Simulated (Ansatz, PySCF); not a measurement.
Isomers of CH4Si: 1 is C=[SiH2], 2 is C[SiH]; one conformer of each (the lowest of an xTB search), B3LYP-D3(BJ)/def2-TZVP minima.
Isomer 1 (charge 0, multiplicity 1, Z-matrix in Å and degrees):
```
Si
C 1 1.7009
H 2 1.0823 1 122.25
H 2 1.0823 3 115.51 1 180.00
H 1 1.4730 2 122.63 3 -180.00
H 1 1.4730 5 114.74 2 180.00
```
Isomer 2 (charge 0, multiplicity 1, Z-matrix in Å and degrees):
```
C
H 1 1.0899
H 1 1.0968 2 108.88
H 1 1.0969 2 108.86 3 114.68
Si 1 1.9014 2 113.58 4 122.61
H 5 1.5282 1 94.40 2 179.92
```

No zero-point or thermal terms.

Rows in 6-31G* carry no dispersion term and start afresh at each structure (6-31G* with six Cartesian d functions).

The values were computed with Ansatz (an electronic-structure program) with Gaussian orbitals; PySCF for 6-31G* rows, M06-2X, the dispersion terms. 

Task: One of these levels gives 0.16 kcal/mol for the electronic energy of isomer 2 less that of isomer 1. Which?
A. CAM-B3LYP/def2-TZVPP
B. revPBE-D3(BJ)/def2-TZVPP
C. M06-2X/def2-TZVPP
D. M06-2X/6-31G*

Result: C, M06-2X/def2-TZVPP. The others give 2.97 (revPBE-D3(BJ)/def2-TZVPP), -2.25 (M06-2X/6-31G*), 1.73 (CAM-B3LYP/def2-TZVPP)
